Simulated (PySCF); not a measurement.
Species: C5H8F2.
InChI=1S/C5H8F2/c1-2-3-4-5(6)7/h2-3,5H,4H2,1H3/b3-2-

Torsions of this conformer, `[CH3:1]/[CH:2]=[CH:3]\[CH2:4][CH:5]([F:6])[F:7]`: C2–C3–C4–C5 -122°, C3–C4–C5–F6 180°.

The closed-shell ground state was solved at several levels (PySCF, density fitting, gas phase, non-relativistic). Isolated species at its PBE0-D3(BJ)/def2-SVP geometry (one conformer only).

```
            level  basis functions  total energy (Eh)  HOMO (eV)  LUMO (eV)  gap (eV)  dipole (D)
      B3LYP/pcJ-1              269          -395.0351      -7.16      -0.01      7.15        2.47
wB97X-D/def2-SVPD              210          -394.6268      -9.27       1.93     11.20        2.62
    PBE0/pcSseg-1              159          -394.5516      -7.39       0.21      7.60        2.49
```

Estimate the row for KT3/pcSseg-2, a basis of 364 functions; the other rows only guide the guess.

Total energy -400.7056 Eh, HOMO -6.28 eV, LUMO -0.86 eV, gap 5.42 eV, dipole 2.41 D.

Over all these levels, which gives the widest orbital gap and which the narrowest?

wB97X-D/def2-SVPD (range-separated hybrid) has the widest, 11.20 eV, and KT3/pcSseg-2 (GGA) the narrowest, 5.42 eV. Functional and basis both differ between the two, so the spread mixes both effects.

How far do the dipole and the HOMO energy spread over the levels?

The dipole runs from 2.41 to 2.62 D (mean 2.50 D) and the HOMO from -9.27 to -6.28 eV.

Note: wB97X-D ran without an empirical dispersion term, which enters the total energy and its gradient alone.
